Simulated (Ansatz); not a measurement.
Two structures of Si₃H₇Cl, singlet, reached by relaxing down either side of one saddle point (PBE0-D4/def2-TZVP). Energies are electronic, without zero-point energy. Program: Ansatz 0.2.0. Basis: def2-TZVPP and def2-QZVPP. Cores are frozen in the correlated methods. Extrapolation: Hartree–Fock as exp(−7.88 √X), correlation as X^−2.97. First:

Si1  (-0.341, -0.487, 1.895)
Si2  (0.642, -0.603, -0.224)
Cl3  (0.151, -2.434, -1.066)
H4  (2.125, -0.556, -0.107)
Si5  (-0.107, 1.086, -1.660)
H6  (0.131, -1.609, 2.747)
H7  (0.028, 0.806, 2.535)
H8  (-1.819, -0.556, 1.757)
H9  (0.503, 0.930, -3.006)
H10  (-1.587, 1.015, -1.775)
H11  (0.274, 2.410, -1.097)
(Å)

Second:

Si1  (-0.791, -1.200, 2.040)
Si2  (1.161, 0.450, 0.126)
Cl3  (-0.367, -1.505, -0.001)
H4  (2.205, -0.379, -0.601)
Si5  (0.263, 1.349, -1.879)
H6  (0.463, -1.395, 2.788)
H7  (-1.378, 0.145, 2.176)
H8  (-1.783, -2.259, 2.349)
H9  (0.103, 0.383, -3.006)
H10  (-1.068, 1.985, -1.656)
H11  (1.192, 2.426, -2.336)
(Å)

(1) Which bonds change from the first to the second?

(2) Give the saddle point's structure and its height above each. (Judge from chemistry; the value comes from the calculation.)

T1 diagnostic: at most 0.014.

Results:

(1) Si₃H₇Cl ([SiH3][SiH]([SiH3])[Cl]) → SiH₃Cl ([SiH3][Cl]) + Si₂H₄ ([SiH][SiH3]) (still joined by a long Si–Cl bond); bonds formed: Si1–Cl3; bonds broken: Si1–Si2; bonds weakened to dative contacts: Si2–Cl3.

(2) By the calculation: 210.9 kJ/mol above the first and 17.4 kJ/mol above the second (CCSD(T) at an estimated basis limit (MP2 extrapolated from triple and quadruple zeta, plus CCSD(T) − MP2 in triple zeta)).
Si1  (-0.627, -1.003, 1.923)
Si2  (0.926, 0.153, 0.091)
Cl3  (-0.495, -1.712, -0.178)
H4  (2.158, -0.543, -0.428)
Si5  (0.221, 1.327, -1.830)
H6  (0.562, -1.256, 2.766)
H7  (-1.341, 0.278, 2.117)
H8  (-1.610, -2.075, 2.272)
H9  (0.235, 0.490, -3.062)
H10  (-1.160, 1.850, -1.637)
H11  (1.131, 2.490, -2.034)
(Å)

Losses and insertions of silylenes and their heavier kin drive the gas-phase chemistry of silicon and germanium vapour deposition.

Labels in which every atom is bracketed show which atoms are joined, not bond orders.

For scale, one of the runs: CCSD(T)/def2-TZVPP, 266 basis functions, launched by `ansatz run in.yaml --threads 4 --pin off --events-out ev --progress --plain --max-ram 9574MiB`. Hardware: 4 CPU threads of an Intel Xeon, shared host. Wall time 3.2 min; peak host memory 5.7 GiB.
